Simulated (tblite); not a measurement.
Compound: C6H11FO.
SMILES with atom numbers: `[CH3:1][CH2:2][C:3](=[O:4])[CH2:5][C@H:6]([CH3:7])[F:8]` (hydrogens: H9, H10, H11 on C1; H12, H13 on C2; H14, H15 on C5; H16 on C6; H17, H18, H19 on C7)

Computed with GFN2-xTB (tblite), gas phase: L-BFGS steps from a force-field or distance-geometry start until the largest atomic force falls under 0.01 eV/Å.

Geometry at step 5:
```
atom  x, y, z in Å
C1     -3.0922   -0.1714   -0.0005
C2     -1.6396   -0.5865    0.1574
C3     -0.7154    0.2164   -0.7261
O4     -1.0723    1.1618   -1.3774
C5      0.7454   -0.2180   -0.7315
C6      1.4979    0.4692    0.4177
C7      3.0092    0.3382    0.3085
F8      1.0985   -0.1223    1.6081
H9     -3.4046   -0.2995   -1.0330
H10    -3.7279   -0.7774    0.6382
H11    -3.2194    0.8737    0.2653
H12    -1.5204   -1.6445   -0.0830
H13    -1.3210   -0.4604    1.1956
H14     1.1974    0.0908   -1.6781
H15     0.8351   -1.2987   -0.6201
H16     1.2000    1.5243    0.5035
H17     3.3618    0.8251   -0.5949
H18     3.4772    0.8021    1.1737
H19     3.2803   -0.7137    0.2870
```

Problem. What forces act on the atoms?

Solution. 
```csv
atom,Fx (eV/Å),Fy (eV/Å),Fz (eV/Å)
C1,-0.061,0.011,-0.001
C2,0.101,-0.031,-0.017
C3,0.076,-0.126,0.060
O4,-0.121,0.163,-0.077
C5,0.061,0.016,0.020
C6,-0.066,-0.002,0.038
C7,-0.099,-0.023,0.008
F8,0.000,0.032,-0.006
H9,-0.036,0.014,-0.026
H10,-0.037,-0.007,0.018
H11,-0.001,0.031,-0.005
H12,0.038,-0.035,-0.024
H13,0.084,0.028,-0.032
H14,-0.043,0.005,0.110
H15,0.021,0.007,0.040
H16,0.012,-0.056,-0.064
H17,0.007,0.001,0.007
H18,0.011,-0.007,-0.022
H19,0.053,-0.022,-0.028
```

The largest, 0.22 eV/Å, acts on O4; the rms over all components is 0.052 eV/Å. The forces sum to zero within rounding, as they must for an isolated molecule in no field.

Problem. Give the force on O4 in Eh/bohr and in nN.

Solution. 0.217 eV/Å ÷ 51.422 = 0.00422 Eh/bohr, and 0.217 eV/Å × 1.602 = 0.35 nN.

Problem. How far is this geometry from the end of the optimisation?

Solution. 0.017 eV above it, and 0.168 Å rms away after alignment. The bonds farthest from their final lengths, with half the difference of the two atoms' forces along the bond (positive lengthens):

```
  bond  now (Å)  final (Å)  force along bond (eV/Å)
C5–H14    1.093      1.090                    -0.06
 C5–C6    1.536      1.533                    -0.03
 C1–C2    1.519      1.522                    +0.08
 C2–C3    1.510      1.507                    -0.06
C6–H16    1.100      1.097                    -0.04
C2–H12    1.091      1.094                     0.00
```

The angle farthest from its final value is C2–C3–C5, 115.9° against 114.5°.

What follows is the cost of the whole relaxation. Hardware: Arm Neoverse V1, one thread, no GPU, on a shared host. Cost: 0.49 s wall.
